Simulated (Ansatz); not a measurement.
CH₂BNO, SMILES `BN=C=O`. Charge 0, multiplicity 1. Geometry: relaxed with PBE0-D4/def2-TZVP.

```xyz
6

B    -1.021    0.335    0.160
N     0.219   -0.315    0.052
C     1.375   -0.492   -0.202
O     2.490   -0.732   -0.421
H    -1.122    1.466   -0.215
H    -1.942   -0.263    0.625
```

(1) What is the dipole moment at PBE/def2-TZVPP? (Best estimate.)

(2) And with r2SCAN, B3LYP, ωB97M-V? (An estimate is asked.)

(3) Give the Mulliken charges with PBE, B3LYP, ωB97M-V in def2-TZVPP. (Estimate.)

## Answers

(1) The calculation gave: 0.77 D, with components (-0.69, 0.32, 0.08) D in this frame, pointing from negative to positive charge.

(2) Ansatz gave: r2SCAN 0.91 D, B3LYP 1.00 D, ωB97M-V 0.99 D.

(3) Ansatz gave: 
```csv
atom,PBE,B3LYP,ωB97M-V
B1,-0.04,-0.05,-0.10
N2,-0.02,-0.09,-0.13
C3,0.17,0.26,0.32
O4,-0.14,-0.18,-0.21
H5,0.01,0.03,0.06
H6,0.01,0.03,0.06
```

B3LYP here is the variant with VWN-RPA as its local correlation; programs differ in this.
